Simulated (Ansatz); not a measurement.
Basis sets compared for the cluster GaCu4. Total charge 0; doublet. Geometry B3LYP-D4/def2-SVP. Ansatz on 4 threads of Intel Xeon 6975P-C on a shared host; times are rough, and most runs start from earlier orbitals.

```xyz
5

Ga    0.185    0.011    1.518
Cu   -0.137   -1.213   -0.733
Cu   -0.045    1.202   -0.763
Cu    1.933   -0.076   -0.246
Cu   -1.936    0.076    0.224
```

The structure comes from a short search, and lower isomers may exist.

Binding counts from free atoms (Ga doublet, Cu doublet) in the same basis, without a counterpoise term.

| level | functions | energy (Eh) | HOMO (eV) | LUMO (eV) | binding per atom (eV) | wall time |
| --- | --- | --- | --- | --- | --- | --- |
| PBE-D4/def2-SVP | 156 | -8484.5921 | -4.08 | -3.66 | 2.31 | 2.8 s |
| PBE-D4/def2-TZVP | 228 | -8485.8396 | -4.39 | -3.96 | 1.89 | 4.7 s |
| r2SCAN-D4/def2-TZVP (with forces) | 228 | -8487.0118 | -4.53 | -3.75 | 1.90 | 12 s |
| PBE0-D4/def2-SVP | 156 | -8484.6138 | -4.65 | -2.80 | 1.92 | 5.5 s |
| PBE0-D4/def2-TZVP | 228 | -8485.8262 | -4.93 | -3.04 | 1.62 | 12 s |

**Question.** Estimate the rows for PBE-D4/def2-TZVPD, r2SCAN-D4/def2-TZVPD, PBE0-D4/def2-TZVPD.

**Answer.** 
| level | functions | energy (Eh) | HOMO (eV) | LUMO (eV) | binding per atom (eV) | wall time |
| --- | --- | --- | --- | --- | --- | --- |
| PBE-D4/def2-TZVPD | 246 | -8485.8412 | -4.41 | -3.98 | 1.89 | 5.5 s |
| r2SCAN-D4/def2-TZVPD | 246 | -8487.0131 | -4.54 | -3.76 | 1.91 | 14 s |
| PBE0-D4/def2-TZVPD | 246 | -8485.8274 | -4.95 | -3.06 | 1.62 | 13 s |
